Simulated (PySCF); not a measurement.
This PySCF input asks for the NMR shieldings of allyl methyl sulfone (SMILES C=CCS(C)(=O)=O); the geometry comes from GFN2-xTB.

```python
import basis_set_exchange as bse
import numpy as np
from pyscf import gto, dft
from pyscf.prop import nmr

atoms = """
C     1.907238    1.121461   -0.242049
C     1.413464   -0.099560   -0.356997
C     0.187587   -0.440801   -1.108542
S    -1.073855   -1.041417    0.080190
C    -1.422697    0.409474    1.113823
O    -2.263099   -1.373078   -0.655403
O    -0.488908   -2.060925    0.904670
H     1.457189    1.965774   -0.738969
H     2.793042    1.323085    0.334202
H     1.876489   -0.935340    0.148323
H     0.337238   -1.271821   -1.794221
H    -0.256466    0.402528   -1.629536
H    -0.485104    0.760878    1.523309
H    -1.898112    1.157461    0.493887
H    -2.088422    0.090271    1.905400
"""
names = dict.fromkeys(["C", "S", "O", "H"], "pcSseg-1")
basis = {el: gto.basis.parse(bse.get_basis(n, elements=[el], fmt="nwchem")) for el, n in names.items()}
mol = gto.M(atom=atoms, basis=basis, charge=0, verbose=0)
mf = dft.RKS(mol, xc="PBE0")
mf.grids.level = 2
mf.grids.alignment = dft.numint.BLKSIZE   # the property module wants whole blocks of grid points
mf.conv_tol = 1e-9
mf.kernel()

calc = nmr.RKS(mf)   # GIAO
C = mf.mo_coeff
Co = C[:, mf.mo_occ > 0]
resp = mf.gen_response(singlet=True, hermi=2)
def vind(x):   # induced exchange potential for any number of trial vectors
    d = np.einsum("pi,xij,qj->xpq", C, 2 * x.reshape(-1, C.shape[1], Co.shape[1]), Co, optimize=True)
    return np.einsum("xpq,pi,qj->xij", resp(d - d.transpose(0, 2, 1)), C, Co, optimize=True).ravel()
mo1, _ = nmr.rhf.solve_mo1(calc, with_cphf=vind)
sigma = calc.kernel(mo1)
for i, s in enumerate(sigma):   # ppm
    print("%2d %-2s %9.2f" % (i, mol.atom_pure_symbol(i), np.trace(s) / 3))
```

Task: What are the results?

Result: 
```
 0 C      57.79
 1 C      47.11
 2 C     118.69
 3 S     201.06
 4 C     145.06
 5 O     112.67
 6 O     118.55
 7 H      26.16
 8 H      26.02
 9 H      25.26
10 H      28.01
11 H      28.39
12 H      28.62
13 H      29.77
14 H      29.16
```

These numbers come from an equivalent density-fitted implementation of the same equations, which agrees with the script to about 0.01 ppm for H and up to a few tenths of a ppm for heavy atoms, so last digits may differ.

Task: Turn these shieldings into chemical shifts. Chemical shifts δ = σref − σ; $^{13}$C (σref 186.93) and $^{1}$H (σref 31.72) vs TMS; CS2 for $^{33}$S (σref 503.73); $^{17}$O (σref 336.08) vs H2O, all at this level.

Result: Averaging equivalent atoms: C 1: 139.8; C 0: 129.1; C 2: 68.2; C 4: 41.9; S 3: 303; O 5/6: 220.5; H 9: 6.45; H 8: 5.70; H 7: 5.56; H 10/11: 3.52; H 12/13/14: 2.53 ppm. Experimental scales use liquid or dissolved standards, which lie at an offset from isolated H2O (liquid H2O: subtract about 36 ppm).

Size and cost of the density-fitted run: 166 basis functions, 32 s wall time on 1 thread of an Intel Xeon, shared host; peak memory 0.84 GiB.
